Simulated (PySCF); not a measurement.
PySCF input for methyl pivalate (C₆H₁₂O₂), SMILES COC(=O)C(C)(C)C, TDA-PBE/def2-SVP. Coordinates come from a PBE0-D3(BJ)/def2-SVP optimisation.

```python
import numpy as np
from pyscf import gto, scf, dft, tdscf

mol = gto.M(
    atom='''
    C     0.25907858    2.71227864    0.00000000
    O     0.61644008    1.34279744   -0.00000000
    C    -0.40198649    0.47082861    0.00000000
    O    -1.55370460    0.81973745   -0.00000000
    C     0.09116515   -0.97111626   -0.00000000
    C     0.94313430   -1.19795813   -1.25500180
    C     0.94313430   -1.19795813    1.25500181
    C    -1.11774661   -1.90074339   -0.00000000
    H    -0.33582373    2.96296064    0.89085558
    H    -0.33582373    2.96296064   -0.89085558
    H     1.19848380    3.27751195    0.00000000
    H     1.30469110   -2.23775171   -1.27763740
    H     0.35667589   -1.02481817   -2.17067723
    H     1.81337247   -0.52699155   -1.27038473
    H     1.30469109   -2.23775170    1.27763741
    H     0.35667588   -1.02481816    2.17067722
    H     1.81337247   -0.52699155    1.27038474
    H    -0.78507722   -2.94987756   -0.00000000
    H    -1.74689863   -1.73334999   -0.88578688
    H    -1.74689863   -1.73334999    0.88578688
    ''',
    basis='def2-SVP',
    charge=0,
    spin=0,
    symmetry=True,
    max_memory=1600,
    verbose=4,
)
mf = dft.RKS(mol, xc='pbe').density_fit(auxbasis='def2-universal-jkfit')
mf.grids.level = 3
mf.conv_tol = 1e-9
mf.max_cycle = 100
mf.kernel()
mf.grids = dft.Grids(mol).set(level=1).build(with_non0tab=True)  # coarser grid for the response kernel
td = tdscf.TDA(mf)
td.singlet = True
td.nstates = 10
td.conv_tol = 1e-4
td.positive_eig_threshold = 1e-6
td.kernel(x0=td.get_init_guess(mf, 15))
td.analyze()
tt = tdscf.TDA(mf)
tt.singlet = False
tt.nstates = 4
tt.conv_tol = 1e-4
tt.positive_eig_threshold = 1e-6
tt.kernel(x0=tt.get_init_guess(mf, 9))
tt.analyze(verbose=3)
```

Log of the run:

```
PySCF version 2.14.0

[INPUT] verbose = 4
[INPUT] num. atoms = 20
[INPUT] num. electrons = 64
[INPUT] charge = 0
[INPUT] spin (= nelec alpha-beta = 2S) = 0
[INPUT] symmetry True subgroup None
[INPUT] Mole.unit = angstrom
[INPUT] Symbol           X                Y                Z      unit          X                Y                Z       unit  Magmom
[INPUT]  1 C      0.259078580000   2.712278640000   0.000000000000 AA    0.489587560941   5.125463803108   0.000000000000 Bohr   0.0
[INPUT]  2 O      0.616440080000   1.342797440000   0.000000000000 AA    1.164902923405   2.537519402367   0.000000000000 Bohr   0.0
[INPUT]  3 C     -0.401986490000   0.470828610000   0.000000000000 AA   -0.759644371875   0.889737124510   0.000000000000 Bohr   0.0
[INPUT]  4 O     -1.553704600000   0.819737450000   0.000000000000 AA   -2.936076172477   1.549079274549   0.000000000000 Bohr   0.0
[INPUT]  5 C      0.091165150000  -0.971116260000   0.000000000000 AA    0.172277165605  -1.835143766512   0.000000000000 Bohr   0.0
[INPUT]  6 C      0.943134300000  -1.197958130000  -1.255001800000 AA    1.782265525683  -2.263812774396  -2.371609687836 Bohr   0.0
[INPUT]  7 C      0.943134300000  -1.197958130000   1.255001810000 AA    1.782265525683  -2.263812774396   2.371609706733 Bohr   0.0
[INPUT]  8 C     -1.117746610000  -1.900743390000   0.000000000000 AA   -2.112234969561  -3.591884440177   0.000000000000 Bohr   0.0
[INPUT]  9 H     -0.335823730000   2.962960640000   0.890855580000 AA   -0.634614875830   5.599184127466   1.683473062741 Bohr   0.0
[INPUT] 10 H     -0.335823730000   2.962960640000  -0.890855580000 AA   -0.634614875830   5.599184127466  -1.683473062741 Bohr   0.0
[INPUT] 11 H      1.198483800000   3.277511950000   0.000000000000 AA    2.264806146728   6.193599955489   0.000000000000 Bohr   0.0
[INPUT] 12 H      1.304691100000  -2.237751710000  -1.277637400000 AA    2.465508856158  -4.228737866677  -2.414384772501 Bohr   0.0
[INPUT] 13 H      0.356675890000  -1.024818170000  -2.170677230000 AA    0.674019747335  -1.936625668778  -4.101985469530 Bohr   0.0
[INPUT] 14 H      1.813372470000  -0.526991550000  -1.270384730000 AA    3.426777330126  -0.995869699460  -2.400679212530 Bohr   0.0
[INPUT] 15 H      1.304691090000  -2.237751700000   1.277637410000 AA    2.465508837260  -4.228737847780   2.414384791399 Bohr   0.0
[INPUT] 16 H      0.356675880000  -1.024818160000   2.170677220000 AA    0.674019728438  -1.936625649881   4.101985450632 Bohr   0.0
[INPUT] 17 H      1.813372470000  -0.526991550000   1.270384740000 AA    3.426777330126  -0.995869699460   2.400679231427 Bohr   0.0
[INPUT] 18 H     -0.785077220000  -2.949877560000   0.000000000000 AA   -1.483580932435  -5.574460689400   0.000000000000 Bohr   0.0
[INPUT] 19 H     -1.746898630000  -1.733349990000  -0.885786880000 AA   -3.301159978078  -3.275556759118  -1.673894607933 Bohr   0.0
[INPUT] 20 H     -1.746898630000  -1.733349990000   0.885786880000 AA   -3.301159978078  -3.275556759118   1.673894607933 Bohr   0.0

nuclear repulsion = 412.565087228462
point group symmetry = Cs
symmetry origin: [-5.90539381e-10  2.95269725e-10  2.06688797e-09]
symmetry axis x: [ 1.00000000e+00 -3.65135393e-10  2.20107623e-09]
symmetry axis y: [-3.65135394e-10 -1.00000000e+00  4.29635219e-10]
symmetry axis z: [ 2.20107623e-09 -4.29635147e-10 -1.00000000e+00]
num. orbitals of irrep A' = 107
num. orbitals of irrep A" = 65
number of shells = 84
number of NR pGTOs = 276
number of NR cGTOs = 172
basis = def2-SVP
ecp = {}


[settings echo left out]
init E= -386.062860154602
HOMO (A') = -0.350454126355132  LUMO (A") = -0.0929054249969172  gap/eV = 7.00826
cycle= 1 E= -385.337201403837  delta_E= 0.726  |g|= 1.02  |ddm|= 4.52
HOMO (A') = -0.042863087198735  LUMO (A') = 0.0564994277971271  gap/eV = 2.70379
cycle= 2 E= -384.531624295754  delta_E= 0.806  |g|=  2.2  |ddm|= 3.75
HOMO (A') = -0.224119170145533  LUMO (A") = -0.00369511815211565  gap/eV = 5.99804
cycle= 3 E= -385.490768862602  delta_E= -0.959  |g|= 0.563  |ddm|= 3.07
HOMO (A') = -0.218078503485585  LUMO (A") = -0.0168129319493491  gap/eV = 5.47672
cycle= 4 E= -385.556552383614  delta_E= -0.0658  |g|= 0.132  |ddm|= 0.629
HOMO (A') = -0.222414543129294  LUMO (A") = -0.0245391027779989  gap/eV = 5.38446
cycle= 5 E= -385.558711652196  delta_E= -0.00216  |g|= 0.0719  |ddm|= 0.14
HOMO (A') = -0.218256248630553  LUMO (A") = -0.0196179626603872  gap/eV = 5.40522
cycle= 6 E= -385.559841696827  delta_E= -0.00113  |g|= 0.0131  |ddm|= 0.0765
HOMO (A') = -0.2181049904318  LUMO (A") = -0.0192307470570854  gap/eV = 5.41164
cycle= 7 E= -385.559878801251  delta_E= -3.71e-05  |g|= 0.0045  |ddm|= 0.0184
HOMO (A') = -0.218519247205584  LUMO (A") = -0.0196231066079986  gap/eV = 5.41224
cycle= 8 E= -385.559883628762  delta_E= -4.83e-06  |g|= 0.000798  |ddm|= 0.00579
HOMO (A') = -0.218574977736807  LUMO (A") = -0.0196358316376641  gap/eV = 5.41341
cycle= 9 E= -385.559883756752  delta_E= -1.28e-07  |g|= 0.000239  |ddm|= 0.00105
HOMO (A') = -0.218546209908967  LUMO (A") = -0.0196059267364368  gap/eV = 5.41344
cycle= 10 E= -385.55988376973  delta_E= -1.3e-08  |g|= 7.07e-05  |ddm|= 0.000365
HOMO (A') = -0.218559120593033  LUMO (A") = -0.0196174744929651  gap/eV = 5.41348
cycle= 11 E= -385.559883770851  delta_E= -1.12e-09  |g|= 2.08e-05  |ddm|= 0.000106
HOMO (A') = -0.218556444607274  LUMO (A") = -0.0196154776341406  gap/eV = 5.41346
cycle= 12 E= -385.559883770951  delta_E= -9.99e-11  |g|= 3.45e-06  |ddm|= 2.93e-05
HOMO (A') = -0.21855647786527  LUMO (A") = -0.019615583949725  gap/eV = 5.41346
Extra cycle  E= -385.559883770946  delta_E= 4.89e-12  |g|= 5.41e-06  |ddm|= 9.43e-06
converged SCF energy = -385.559883770946
tot grids = 71104
Overwritten attributes  positive_eig_threshold  of <class 'pyscf.tdscf.rks.TDA'>


******** <class 'pyscf.tdscf.rks.TDA'> for <class 'pyscf.df.df_jk.DFSymAdaptedRKS'> ********
nstates = 10 singlet
deg_eia_thresh = 1.000e-03
wfnsym = None
conv_tol = 0.0001
eigh lindep = 1e-12
eigh level_shift = 0
eigh max_cycle = 100


Excitation energies (eV)
[5.66465456 6.83838302 7.40677032 7.45972665 7.58845795 7.86592748
 7.86905465 7.91871873 8.08411812 8.1597289 ]

** Singlet excitation energies and oscillator strengths **
Excited State   1:   A"      5.66465 eV    218.87 nm  f=0.0043
      32 -> 33       -0.70606
Excited State   2:   A'      6.83838 eV    181.31 nm  f=0.0050
      32 -> 34       -0.70459
Excited State   3:   A"      7.40677 eV    167.39 nm  f=0.0026
      28 -> 33       -0.16562
      30 -> 33       -0.68573
Excited State   4:   A'      7.45973 eV    166.20 nm  f=0.0316
      29 -> 33       -0.44676
      31 -> 33        0.40670
      32 -> 35       -0.34303
Excited State   5:   A'      7.58846 eV    163.39 nm  f=0.0596
      29 -> 33       -0.40299
      32 -> 35        0.57288
Excited State   6:   A'      7.86593 eV    157.62 nm  f=0.0598
      25 -> 33       -0.23233
      27 -> 33        0.17939
      29 -> 33       -0.31286
      31 -> 33       -0.43644
      32 -> 35       -0.21431
      32 -> 37       -0.18575
      32 -> 39       -0.12994
Excited State   7:   A"      7.86905 eV    157.56 nm  f=0.0008
      28 -> 33       -0.66718
      30 -> 33        0.15619
      31 -> 34        0.16267
Excited State   8:   A"      7.91872 eV    156.57 nm  f=0.0016
      28 -> 33        0.15607
      31 -> 34        0.68731
Excited State   9:   A'      8.08412 eV    153.37 nm  f=0.0458
      32 -> 36       -0.69207
Excited State  10:   A'      8.15973 eV    151.95 nm  f=0.0060
      25 -> 33        0.16493
      27 -> 33        0.66303
      32 -> 37        0.12075

** Transition electric dipole moments (AU) **
state          X           Y           Z        Dip. S.      Osc.
  1         0.0000     -0.0000     -0.1770      0.0313      0.0043
  2         0.1600      0.0671     -0.0000      0.0301      0.0050
  3        -0.0000      0.0000      0.1185      0.0141      0.0026
  4        -0.0888     -0.4063     -0.0000      0.1730      0.0316
  5         0.2205     -0.5212     -0.0000      0.3203      0.0596
  6         0.2133      0.5147     -0.0000      0.3104      0.0598
  7         0.0000     -0.0000     -0.0627      0.0039      0.0008
  8         0.0000     -0.0000      0.0905      0.0082      0.0016
  9         0.0084     -0.4810     -0.0000      0.2315      0.0458
 10        -0.0134     -0.1730      0.0000      0.0301      0.0060

** Transition velocity dipole moments (imaginary part, AU) **
state          X           Y           Z        Dip. S.      Osc.
  1        -0.0000      0.0000     -0.0006      0.0000      0.0000
  2         0.0368      0.0136     -0.0000      0.0015      0.0041
  3         0.0000      0.0000      0.0115      0.0001      0.0003
  4         0.0461     -0.0659      0.0000      0.0065      0.0157
  5         0.0503     -0.0951     -0.0000      0.0116      0.0277
  6        -0.0863      0.1146     -0.0000      0.0206      0.0475
  7         0.0000      0.0000      0.0125      0.0002      0.0004
  8         0.0000     -0.0000     -0.0023      0.0000      0.0000
  9         0.0043     -0.1042     -0.0000      0.0109      0.0244
 10         0.0406     -0.0271     -0.0000      0.0024      0.0053

** Transition magnetic dipole moments (imaginary part, AU) **
state          X           Y           Z
  1        -0.7835      0.2901      0.0000
  2        -0.0000      0.0000      0.5983
  3        -0.0549      0.3877     -0.0000
  4         0.0000      0.0000      0.1449
  5        -0.0000      0.0000     -0.0322
  6        -0.0000     -0.0000     -0.0173
  7        -0.3939     -0.6008     -0.0000
  8        -0.1384     -0.2223      0.0000
  9         0.0000      0.0000      0.1557
 10        -0.0000     -0.0000      0.1870


******** <class 'pyscf.tdscf.rks.TDA'> for <class 'pyscf.df.df_jk.DFSymAdaptedRKS'> ********
nstates = 4 triplet
deg_eia_thresh = 1.000e-03
wfnsym = None
conv_tol = 0.0001
eigh lindep = 1e-12
eigh level_shift = 0
eigh max_cycle = 100


Excitation energies (eV)
[5.07658794 5.94797579 6.77198757 7.16061928]

** Triplet excitation energies and oscillator strengths **
Excited State   1:   A"      5.07659 eV    244.23 nm  f=0.0000
Excited State   2:   A'      5.94798 eV    208.45 nm  f=0.0000
Excited State   3:   A'      6.77199 eV    183.08 nm  f=0.0000
Excited State   4:   A"      7.16062 eV    173.15 nm  f=0.0000
```

Self-consistency was reached.
